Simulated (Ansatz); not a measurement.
A nudged elastic band was laid between two geometries of CH₅AlBN (9 atoms, charge 0, multiplicity 1).

These are results of RKS PBE0-D4/def2-SVP (Ansatz 0.2.0), not measurements.

| Quantity | Value |
| --- | --- |
| movable images | 4 |
| climbing image | no |
| spring | 5.0 eV/Å² |
| optimiser | quadratic models (default) |
| start path | through a guess of the saddle point |
| force threshold | 0.05 eV/Å |
| iteration limit | 30 |
| end points | relaxed |

First end point:

```xyz
9
Properties=species:S:1:pos:R:3
B -0.304 1.096 -1.114
N -0.191 0.250 -0.011
C 0.702 -0.966 0.144
Al -0.436 -0.466 1.599
H 0.364 0.898 -2.111
H -1.077 2.032 -1.062
H 0.465 -1.792 -0.544
H 1.779 -0.743 0.121
H -1.214 -0.356 2.960
```

Last end point:

```xyz
9
Properties=species:S:1:pos:R:3
B -0.304 1.096 -1.113
N -0.193 0.249 -0.011
C 0.701 -0.966 0.143
Al -0.436 -0.467 1.600
H -1.078 2.031 -1.063
H 0.366 0.899 -2.109
H 0.467 -1.792 -0.545
H 1.778 -0.741 0.122
H -1.214 -0.355 2.961
```

**Question.** What changes between the two ends?

**Answer.** No bond is made or broken. The dihedral H6–B1–N2–C3 goes from -180 to 0°. The two ends are copies of one structure, up to a mirror image or an exchange of like atoms.

**Question.** Give the energies along the band, and the barrier.

**Answer.** It converged. The highest image is number 3 of 0 to 5, 63.9 kJ/mol above the ends, which have the same energy within 2 meV. No image climbed, so the highest image needn't sit at the top of the path.

| image | path coordinate (Å) | energy (kJ/mol) | dihedral H6–B1–N2–C3 (°) |
| --- | --- | --- | --- |
| 0 | 0.00 | 0.0 | -180 |
| 1 | 0.93 | 9.9 | -170 |
| 2 | 1.86 | 63.7 | -121 |
| 3 | 2.79 | 63.9 | -59 |
| 4 | 3.72 | 10.2 | -11 |
| 5 | 4.66 | 0.0 | 0 |

**Question.** What is the geometry of the highest image?

**Answer.** 
```xyz
9
Properties=species:S:1:pos:R:3
B -0.255 1.089 -1.123
N -0.268 0.111 -0.103
C 0.766 -0.948 0.237
Al -0.607 -0.550 1.500
H -1.152 1.104 -1.942
H 0.612 1.937 -1.223
H 0.652 -1.810 -0.440
H 1.822 -0.642 0.292
H -1.481 -0.338 2.786
```

Time of the run: 5.3 min on 1 thread of Intel(R) Xeon(R) Platinum 8259CL CPU @ 2.50GHz (Skylake/Cascade Lake), on a shared host, peak memory 0.19 GiB.
